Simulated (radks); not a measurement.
Task: These are the eigenvalues of the occupied orbitals of an atom or ion with whole-number occupations (eV). Calculated with a radial shooting solver on a logarithmic mesh with Libxc functionals: scalar-relativistic Kohn-Sham, PBEsol, spin-polarised, spherical densities, finite nucleus; Fermi nuclear charge, rms radius of each element as measured or else 0.836 A^(1/3) + 0.57 fm.

orbital  eigenvalue
1s up     -73534.04
1s down   -73531.96
2s up     -14329.29
2s down   -14328.10
2p up     -12755.84
2p down   -12754.07
3s up     -4711.493
3s down   -4709.671
3p up     -4245.567
3p down   -4243.505
3d up     -3731.767
3d down   -3729.838
4s up     -2209.197
4s down   -2200.245
4p up     -2034.545
4p down   -2025.639

Which element is it, and in what charge state? The configuration may be excited. Open shells, if any, are filled with parallel spins first.

Result: Z = 75, rhenium, charge +41: Re41+ in [Ar] 3d10 4s2 4p4. The list shows which subshells hold electrons but not how many an open one holds; the 1s level, -2702.3 hartree, gives Z - s = 73.5 by -(Z - s)^2/2, which with screening and relativity narrows Z to a few neighbours, and the depths of the outer levels then fix element, charge and occupations together.
